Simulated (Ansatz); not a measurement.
**Question.** Name a neutral molecule of C, O, Si and H with LUMO energy (PBE0/def2-TZVPP) between -1.50 and -1.20 eV and zero-point energy (PBE0-D4/def2-TZVP) between 187 and 203 kJ/mol (Ansatz, PBE0-D4/def2-TZVP geometry).

**Answer.** `C[SiH2]C=O` (-1.45 eV, 187.5 kJ/mol). Other molecules can fit too; these were computed, each in one conformer that needn't be the lowest.
